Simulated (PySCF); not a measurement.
Structure revision by computed shifts

A compound C$_{6}$H$_{8}$O$_{2}$ gives the data below (simulated from a calculation) and was assigned the structure `C=CC(=C)C(=O)OC`.

13C{1H} NMR (computed): δ 172.1 (C), 143.0 (CH), 140.8 (CH2), 136.3 (CH), 124.3 (CH2), 71.5 (CH2).

1H NMR (400 MHz, computed): δ 7.01 (m, 1H), 6.42 (m, 1H), 6.34 (m, 1H), 6.23 (m, 1H), 5.66 (m, 1H), 5.57 (m, 1H), 4.79 (d, 2H).

[PySCF 2.14: GFN2-xTB structure; PBE0/pcSseg-1 with gauge-including orbitals; non-relativistic; no solvent model; single conformer; averaged over atoms made equivalent by symmetry, fast rotation or ring inversion]

Chemical shifts δ = σref − σ; TMS for 1H and 13C, all at this level.

Problem. Compare with the shifts computed for the proposed structure, pairing carbons in order of shift.

Solution. Mapped SMILES: `[CH2:1]=[CH:2][C:3](=[CH2:4])[C:5](=[O:6])[O:7][CH3:8]` (H(Xn): hydrogen on atom n).

```json
{"atom": "C5", "computed for proposal": "175.6", "given list": "172.1", "difference": "+3.5"}
{"atom": "C3", "computed for proposal": "148.9", "given list": "143.0", "difference": "+5.9"}
{"atom": "C2", "computed for proposal": "141.1", "given list": "140.8", "difference": "+0.3"}
{"atom": "C4", "computed for proposal": "134.5", "given list": "136.3", "difference": "-1.8"}
{"atom": "C1", "computed for proposal": "128.0", "given list": "124.3", "difference": "+3.7"}
{"atom": "C8", "computed for proposal": "53.4", "given list": "71.5", "difference": "-18.1"}
```

The rms difference is 8.1 ppm and the largest -18.1 ppm at C8 (methyl carbon bonded to O). The carbon types in order of shift don't match either: C, C, CH, CH2, CH2, CH3 for the proposal against C, CH, CH2, CH, CH2, CH2 in the data. The proposal doesn't fit.

Problem. Which isomer fits?

Solution. allyl acrylate.

1. Carbon types of the structure: 1 × C, 2 × CH, 3 × CH2, which accounts for all hydrogens.
2. δC 172.1: ester carbonyl carbon; it is a carbonyl in resonance with an O or N lone pair, the region of acids, esters and amides.
3. δC 140.8: β carbon of a C=C–C=O unit; conjugation with the carbonyl draws π density from the β position.
4. δC 136.3: α carbon of a C=C–C=O unit; as expected for a trigonal carbon in a double bond.
5. δC 71.5: allylic sp3 CH2 bonded to O; pulled downfield by the heteroatom.

Other isomers checked: COCc1ccoc1 (rms 26.6 ppm).

The shifts were computed for this structure.

Shifts are as computed. Against solution values, carbons near 30 ppm lie about +3 ppm off and those near 130 ppm about +5 ppm (rms about the fit 2.1 ppm; single classes can miss by 10 ppm). Of 1328 compounds with measured shifts, 309 miss one by over three times the rms of a fit or turn the order of signals round; such compounds aren't used in these exercises. Signals without a measured value on file couldn't be tested in this way; 1H shifts scatter by 0.2 ppm about their fit, and single ones miss by 0.5 ppm. No couplings were computed; multiplicities are counted from neighbouring protons, with m where these are inequivalent, close in shift, in a saturated or five-membered ring or joined by F or P, and br s for small geminal =CH2 splittings.
